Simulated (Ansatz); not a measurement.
`N[SiH2][CH2][GeH2][NH2]` and `C[SiH2]N` differ in one atom or group.

Ansatz, PBE0-D4/def2-TZVP geometries, multiplicity 1. Each molecule was computed in one conformer, which needn't be the lowest.

Scalar relativity is left out up to krypton.

```tsv
property	`N[SiH2][CH2][GeH2][NH2]`
LUMO energy (ωB97M-V/def2-TZVPP) / eV	1.94
HOMO energy (ωB97M-V/def2-TZVPP) / eV	-9.42
HOMO energy (PBE0/def2-TZVPP) / eV	-7.06
HOMO–LUMO gap (PBE0/def2-TZVPP) / eV	7.53
size of the dipole moment (ωB97M-V/def2-TZVPP) / D	1.17
size of the dipole moment (B3LYP/def2-TZVPP) / D	1.19
```

(1) Give the same properties after the change, and the shifts. (An estimate is asked.)

## Answers

(1) The calculation gave: 
| property | `C[SiH2]N` | shift |
| --- | --- | --- |
| LUMO energy (ωB97M-V/def2-TZVPP) / eV | 2.14 | 0.20 |
| HOMO energy (ωB97M-V/def2-TZVPP) / eV | -9.55 | -0.13 |
| HOMO energy (PBE0/def2-TZVPP) / eV | -7.19 | -0.13 |
| HOMO–LUMO gap (PBE0/def2-TZVPP) / eV | 7.88 | 0.35 |
| size of the dipole moment (ωB97M-V/def2-TZVPP) / D | 1.52 | 0.35 |
| size of the dipole moment (B3LYP/def2-TZVPP) / D | 1.49 | 0.30 |

With PBE0 the HOMO falls by 0.13 eV and the LUMO rises by 0.22 eV, so the gap widens by about 0.35 eV. PBE moves the HOMO by -0.15 eV and ωB97M-V by -0.13 eV. Dipoles are sizes alone; their direction can turn.

B3LYP here is the variant with VWN-RPA as its local correlation; programs differ in this.
